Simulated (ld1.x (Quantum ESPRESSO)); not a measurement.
# Ho, TM: configuration errors across variants

```json
{"Element": "Ho (Z = 67)", "Generator": "ld1.x (Quantum ESPRESSO) 7.5", "Type": "norm-conserving Troullier–Martins (Kleinman–Bylander form)", "Functional": "PBEsol", "Relativity": "scalar-relativistic", "Frozen core": "[Xe] 4f10", "Valence charge": "3", "Reference configuration": "5d1.5 6s1.5 6p0", "Partial waves": "6p (bound, empty): rc 3.25 bohr; 5d (bound): rc 3.55 bohr; 6s (bound): rc 2.40 bohr", "Local potential": "the s channel", "Core correction": "a·sin(br)/r model core, default radius (core density twice the valence density)"}
```

All-electron excitation energies from the reference (eV): (1) 5d1 6s2 6p0 -1.109; (2) 5d1 6s1 6p0 5.859; (3) 5d1 6s0 6p0 18.399; (4) 5d1 6s1 6p1 2.014; (5) 5d2 6s0 6p0 7.525; (6) 5d0 6s2 6p0 4.660; (7) 5d0 6s2 6p1 0.391.

Tests that are not counted but printed errors over 1 eV. “wave 6s (bound): rc 2.40 bohr becomes 6s (bound): rc 1.82 bohr”: 5d0 6s2 6p0 (solver errors, printed error -13.1 eV); 5d0 6s2 6p1 (solver errors, printed error -18.6 eV).

1 further variants failed, have other tests or too few solved ones, and are left out.

A true bound ghost makes a file unfit for plane-wave use even where its test errors are small: the radial tests pick states by their node count and pass the ghost by. Where a test does run into it, the solver fails or the error is huge.

Errors AE − PS in meV (a dash: test not solved or not reliable):

| change | (1) | (2) | (3) | (4) | (5) | (6) | (7) | bound ghosts |
| --- | --- | --- | --- | --- | --- | --- | --- | --- |
| base | +0.2 | -11 | -111 | -18 | -3.0 | +11 | -33 | none |
| wave 6s (bound): rc 2.40 bohr becomes 6s (bound): rc 1.82 bohr | -77 | – | -100 | -89 | +35 | – | – | p, s (extra level of the local part) |
| wave 6s (bound): rc 2.40 bohr becomes 6s (bound): rc 2.18 bohr | +4.4 | +8.7 | -118 | -9.8 | +4.0 | +152 | +66 | p |
| wave 6s (bound): rc 2.40 bohr becomes 6s (bound): rc 2.42 bohr | -0.7 | -13 | -110 | -19 | -5.3 | -11 | -47 | none |
| wave 6s (bound): rc 2.40 bohr becomes 6s (bound): rc 2.66 bohr | -2.9 | -17 | -109 | -20 | -12 | -54 | -74 | none |
| wave 6s (bound): rc 2.40 bohr becomes 6s (bound): rc 3.06 bohr | -4.7 | -19 | -108 | -20 | -18 | -81 | -92 | none |
| wave 6s (bound): rc 2.40 bohr becomes 6s (bound): rc 3.54 bohr | -3.2 | -17 | -114 | -20 | -14 | -59 | -77 | none |

**Question.** Give the same row for: wave 6s (bound): rc 2.40 bohr becomes 6s (bound): rc 3.22 bohr.

**Answer.** -4.5, -19, -108, -20, -17, -79, -91; bound ghosts: none.
